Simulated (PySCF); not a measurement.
Job file and geometry (Å, from GFN2-xTB) of an NMR shielding run on `InChI=1S/C7H9B/c8-6-1-2-7(5-6)3-4-7/h1-2,5H,3-4,8H2`, PySCF 2.14.0, density-fitted response routines, GIAO PBE0/pcSseg-1 NMR shielding, non-relativistic, gas phase; density fitting, a coarse starting grid and PySCF grid level 2 are the driver's defaults:

```
$ OMP_NUM_THREADS=1 python probes_run.py task.json out

{"job": {"kind": "nmr", "xc": "PBE0", "basis": "pcSseg-1"}, "charge": 0, "multiplicity": 1}
B      2.978309     0.452835    -0.175642
C      1.511756     0.021256    -0.084129
C      0.471535     0.753068     0.412378
C     -0.769226    -0.013935     0.322998
C     -0.367164    -1.293607    -0.281489
C      0.953201    -1.260301    -0.513479
C     -1.860950     0.088838     1.378435
C     -2.109896     0.644907     0.032009
H      3.777851    -0.261299    -0.645143
H      3.299773     1.503677     0.227811
H      0.522823     1.748304     0.816498
H     -1.055703    -2.093975    -0.482415
H      1.548155    -2.043641    -0.947717
H     -2.347281    -0.832100     1.661325
H     -1.681765     0.766727     2.198788
H     -2.107212     1.715963    -0.100523
H     -2.771204     0.115313    -0.636337
```

**Question.** What does the program print?

**Answer.** 
```
coarse grid: 14272 points
cycle   1  E = -296.4353301684  dE =  1.316e+00  |g| = 3.779e-01  |ddm| = 3.803e+00
cycle   2  E = -296.4271660235  dE =  8.164e-03  |g| = 4.325e-01  |ddm| = 9.688e-01
cycle   3  E = -296.4768267618  dE = -4.966e-02  |g| = 1.118e-01  |ddm| = 5.628e-01
cycle   4  E = -296.4797003316  dE = -2.874e-03  |g| = 3.847e-02  |ddm| = 1.268e-01
cycle   5  E = -296.4800508117  dE = -3.505e-04  |g| = 1.332e-02  |ddm| = 5.251e-02
cycle   6  E = -296.4800981530  dE = -4.734e-05  |g| = 2.700e-03  |ddm| = 1.541e-02
cycle   7  E = -296.4800997660  dE = -1.613e-06  |g| = 7.992e-04  |ddm| = 3.163e-03
final grid: 138016 points
cycle   8  E = -296.5266375290  dE = -4.501e-05  |g| = 7.965e-03  |ddm| = 4.566e-02
cycle   9  E = -296.5266315745  dE =  5.954e-06  |g| = 9.402e-03  |ddm| = 1.824e-02
cycle  10  E = -296.5266546834  dE = -2.311e-05  |g| = 1.540e-03  |ddm| = 1.016e-02
cycle  11  E = -296.5266553066  dE = -6.232e-07  |g| = 4.075e-04  |ddm| = 1.857e-03
cycle  12  E = -296.5266553467  dE = -4.019e-08  |g| = 1.073e-04  |ddm| = 4.012e-04
cycle  13  E = -296.5266553492  dE = -2.452e-09  |g| = 3.648e-05  |ddm| = 1.066e-04
cycle  14  E = -296.5266553495  dE = -3.211e-10  |g| = 9.877e-06  |ddm| = 4.646e-05
converged SCF energy = -296.5266553495

GIAO shielding tensors (ppm)
atom      isotropic    diamagn.    paramagn.     s11        s22        s33       span
  0 B       33.665     191.755    -158.090    -17.739     -9.447    128.182    145.921
  1 C       27.619     252.205    -224.586    -86.002      9.942    158.919    244.921
  2 C        5.834     251.436    -245.602   -106.247     -2.303    126.051    232.298
  3 C      141.317     252.724    -111.407     90.826    138.009    195.116    104.290
  4 C       41.588     250.677    -209.090    -62.602     51.578    135.788    198.390
  5 C       41.600     254.013    -212.414    -60.422     49.251    135.970    196.391
  6 C      168.538     251.697     -83.159    153.085    174.900    177.628     24.544
  7 C      168.571     250.397     -81.825    153.201    174.857    177.656     24.456
  8 H       24.698      29.776      -5.078     19.697     26.851     27.544      7.847
  9 H       24.785      29.709      -4.924     19.097     26.972     28.286      9.190
 10 H       24.242      33.819      -9.578     20.500     23.470     28.755      8.256
 11 H       25.435      32.911      -7.476     23.592     23.858     28.853      5.261
 12 H       24.517      32.558      -8.041     22.424     23.279     27.848      5.424
 13 H       29.925      30.752      -0.827     23.949     27.182     38.645     14.695
 14 H       29.895      30.840      -0.945     23.864     27.058     38.762     14.897
 15 H       29.897      30.748      -0.852     23.868     27.056     38.766     14.897
 16 H       29.930      30.677      -0.747     23.948     27.189     38.653     14.705
```

Size and cost of the density-fitted run: 181 basis functions, 43 s wall time on 1 thread of an Arm Neoverse N1, shared host; peak memory 0.82 GiB.
